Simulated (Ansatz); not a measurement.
Ideal-gas functions of AlFH4OSi, SMILES `O[SiH2][AlH][F]` at 800 K and 1 bar, from an Ansatz frequency run at PBE0-D4/def2-TZVP.

Molar mass 94.1 g/mol, point group C1 (symmetry number 1), electronic degeneracy 1, moments of inertia 62.374, 222.049, 277.265 u Å². Harmonic wavenumbers (cm⁻¹, unscaled): 50, 72, 194, 240, 339, 370, 504, 643, 727, 797, 811, 871, 922, 948, 1933, 2167, 2212, 3925.

Use S(trans) = R[1.5 ln M + 2.5 ln T − 1.1517]; rotational temperatures θ = 24.2544 K / I; S(rot) = R[ln(√π/σ · √(T³/θAθBθC)) + 1.5]; for each mode x = 1.438777 ν̃/T, S = R[x/(eˣ − 1) − ln(1 − e⁻ˣ)] and H = RT x/(eˣ − 1); 1 cm⁻¹ = 0.0119627 kJ/mol; R = 8.31446 J/(mol·K).

**Question.** By hand: the entropy, in J/(mol·K).

**Answer.** Translation 186.0. Rotation: θ = 0.3889, 0.1092, 0.0875 K, giving 123.9. Vibration, mode by mode: 28.35, 25.32, 17.11, 15.36, 12.56, 11.85, 9.41, 7.55, 6.65, 6.00, 5.88, 5.38, 5.00, 4.82, 1.18, 0.84, 0.79, 0.06, in all 164.1. Electronic 0.0. Sum 474.0 J/(mol·K).

**Question.** By hand: H − E and G − E in kJ/mol, counted from the electronic energy.

**Answer.** Zero-point energy ½ × 17725 × 0.0119627 = 106.0; thermal vibration 59.4; translation, rotation and pV give 4 RT = 26.6. H − E = 192.0 kJ/mol, and G − E = 192.0 − 800 × 474.0/1000 = -187.2 kJ/mol.

Vibration gives 35 % of the entropy, 53.7 J/(mol·K) of it from the modes under 150 cm⁻¹: soft modes count most, and the harmonic formula is weakest for them. The sum counts one conformer and one mirror image; others add a mixing term.
